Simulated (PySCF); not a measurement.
Give a PBE0-D3(BJ)/def2-SVP geometry of 2-methoxy-1-pentene, `C=C(CCC)OC`.

```
atom  x, y, z in Å
C1     1.4389   -1.0202   -1.0663
C2     0.5917   -0.1474   -0.4981
C3    -0.8872   -0.1289   -0.7338
C4    -1.6983   -0.4487    0.5207
C5    -3.1983   -0.3892    0.2849
O6     0.9409    0.8202    0.3782
C7     2.2873    0.9334    0.7395
H8     1.0486   -1.7657   -1.7590
H9     2.5115   -1.0244   -0.8722
H10   -1.1648    0.8777   -1.0943
H11   -1.1311   -0.8389   -1.5384
H12   -1.4109    0.2598    1.3142
H13   -1.4107   -1.4501    0.8839
H14   -3.5111    0.6151   -0.0440
H15   -3.5115   -1.1022   -0.4951
H16   -3.7613   -0.6294    1.1995
H17    2.3598    1.7675    1.4492
H18    2.9254    1.1467   -0.1367
H19    2.6560    0.0119    1.2243
```

Any rigid rotation of these coordinates is as good. Atoms count from 1 in this order. The C–O distances run from 1.351 Å (C2–O6, drawn single) to 1.399 Å (O6–C7, drawn single), a spread of 0.048 Å. Of the pairs four or more bonds apart, C7···H9 is among the closest relative to their van der Waals radii: 2.55 Å, 88 % of the sum of Bondi's values. O6 (ether oxygen) is bent (angle 118.3°). The C–C distances run from 1.343 Å (C1=C2, drawn double) to 1.528 Å (C3–C4, drawn single), a spread of 0.185 Å.

Bonds between heavy atoms (Å): C1=C2 1.343, C2–C3 1.498, C3–C4 1.528, C4–C5 1.520, C2–O6 1.351, O6–C7 1.399.

Theory: PySCF, PBE0-D3(BJ)/def2-SVP geometry optimisation, gas phase.

Point group: C1 (no symmetry element, even within 0.4 Å). Not checked by PBE0-D3(BJ)/def2-SVP frequencies. The numbers are those of one conformer (C1–C2–C3–C4 115°, C2–C3–C4–C5 178°, C1–C2–O6–C7 0°).
